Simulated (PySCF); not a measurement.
Species: 3-chloroanisole, C₇H₇ClO.
Bonds: C1–O2, O2–C3, C3–C4 (aromatic), C4–C5 (aromatic), C5–C6 (aromatic), C6–C7 (aromatic), C7–Cl8, C7–C9 (aromatic), C3–C9 (aromatic). Hydrogens: H10, H11, H12 on C1; H13 on C4; H14 on C5; H15 on C6; H16 on C9.

Structure optimised with GFN2-xTB, isolated species.

(1) List the bond lengths, angles and torsions at this level.

## Answers

(1) 
```
                  bond  length (Å)     order
                 C1–O2       1.408    single
                 O2–C3       1.357    single
                 C3–C4       1.397  aromatic
                 C4–C5       1.378  aromatic
                 C5–C6       1.387  aromatic
                 C6–C7       1.382  aromatic
                C7–Cl8       1.730    single
                 C7–C9       1.386  aromatic
                 C3–C9       1.391  aromatic
C1–H10, C1–H11, C1–H12       1.093    single
                C4–H13       1.078    single
                C5–H14       1.079    single
                C6–H15       1.078    single
                C9–H16       1.078    single
```

Bonds in one row agree within 0.01 Å and their mean is given. Orders are formal, as drawn. A selection of angles:
```
     angle  degrees
 O2–C1–H10    105.6
 O2–C1–H11    111.5
H10–C1–H11    109.3
  C1–O2–C3    118.8
  O2–C3–C4    116.0
  O2–C3–C9    124.6
  C4–C3–C9    119.4
  C3–C4–C5    120.3
 C3–C4–H13    118.3
 C5–C4–H13    121.4
  C4–C5–C6    120.8
 C4–C5–H14    119.7
 C6–C5–H14    119.5
  C5–C6–C7    118.5
 C5–C6–H15    121.1
 C7–C6–H15    120.4
 C6–C7–Cl8    119.5
  C6–C7–C9    121.9
 Cl8–C7–C9    118.6
 C7–C9–H16    119.0
  C3–C9–C7    119.1
 C3–C9–H16    121.9
```

Dihedral angles: C1–O2–C3–C4 180° (antiperiplanar).

The 6-membered ring C3–C4–C5–C6–C7–C9 has internal angles of 118.5° to 121.9° (sum 720°, against 720° for a flat polygon); it is planar, 0.00 Å rms from its mean plane, widest ring torsion 0°. The C–O distances run from 1.357 Å (O2–C3, drawn single) to 1.408 Å (C1–O2, drawn single), a spread of 0.051 Å. Of the pairs four or more bonds apart, C1···H16 is among the closest relative to their van der Waals radii: 2.56 Å, 88 % of the sum of Bondi's values. The 9 heavy atoms lie in one plane (0.001 Å rms).

Point group: Cs (every atom within 0.08 Å of its image). Stationary, but not proved a minimum. The numbers are those of one conformer.

These are computed values.
